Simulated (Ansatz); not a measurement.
HFSi, charge +1, doublet, at a GFN2-xTB geometry (a state made from the parent by changing its charge; the spin is typed, not shown lowest). Base run: Ansatz (a quantum-chemistry and plane-wave program) with PBE/def2-SVP.

Here is a job for Ansatz.
Ansatz 0.2 input:
```yaml
crystal:
  periodic: [false, false, false]
  atoms:
    - {symbol: Si, position_ang: [-0.27091864, -0.35672587, 0.33708443]}
    - {symbol: H, position_ang: [-1.03666430, -1.36504615, -0.39612972]}
    - {symbol: F, position_ang: [0.53661392, 0.70657870, -0.48033915]}
basis:
  gaussian:
    orbitals: def2-SVP
hamiltonian:
  xc: pbe
total_charge: 1
magnetization: {spin_polarized: true, initial_magnetization: 1}
```

Each row names what was changed in the base input (with any setting that the change needs).

```tsv
change	ΔE vs base (kcal/mol)
base	0.000
lower_state_search = off	0.000
nuclear_model = gaussian	0.115
final_grid = 14, 28, 59	0.000
final_grid = 10, 20, 41	0.000
final_grid = 6, 12, 29	0.002
point_charge = charge:1.0 position_ang:-0.602, -0.6951, -4.4975	67.6
point_charge = charge:0.5 position_ang:0.592, -4.5307, 0.5901	40.00
point_charge = charge:-1.0 position_ang:-0.6607, -4.518, -1.3007	-78.9
lower_state_search = full	0.000
accuracy = high	0.001
```
